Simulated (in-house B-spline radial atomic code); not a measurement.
A fraction x of an electron is removed from 3p in Ca IV (Ca3+), starting from [Ne] 3s2 3p5 and keeping the highest spin. Method: scalar-relativistic (X2C) LDA exchange-only, spin-polarised, spherical fractional occupations, Fermi nucleus of rms radius 3.4776 fm. Calculated with an all-electron radial atomic-structure program (B-spline basis).

| x | E(x) - E(0) (eV) | 3p down level (eV) |
| --- | --- | --- |
| 0 | 0.0000 | -57.196 |
| 0.08 | 4.6275 | -58.492 |
| 0.19 | 11.1599 | -60.282 |
| 0.32 | 19.1347 | -62.409 |
| 0.45 | 27.3868 | -64.548 |
| 0.5 | 30.6348 | -65.374 |
| 0.58 | 35.9176 | -66.698 |
| 0.67 | 41.9876 | -68.192 |
| 0.78 | 49.5894 | -70.024 |
| 0.93 | 60.2811 | -72.532 |
| 1 | 65.3994 | -73.706 |

The exact functional would give a straight line between the two integer points. Deviations E(x) - E(0) - x[E(1) - E(0)], in eV: -0.604 at x = 0.08, -1.266 at x = 0.19, -1.793 at x = 0.32, -2.043 at x = 0.45, -2.065 at x = 0.5, -2.014 at x = 0.58, -1.83 at x = 0.67, -1.422 at x = 0.78, -0.54 at x = 0.93.

The curve lies below the straight line by up to 2.065 eV (at x = 0.5): convex, the delocalisation error that favours fractional charges.

Q: How well does Slater's transition state (minus the level at half occupation) give the ionisation energy?

A: It gives 65.374 eV against 65.399 eV from the two total energies; NIST lists 67.27 eV, ground level to ground level.
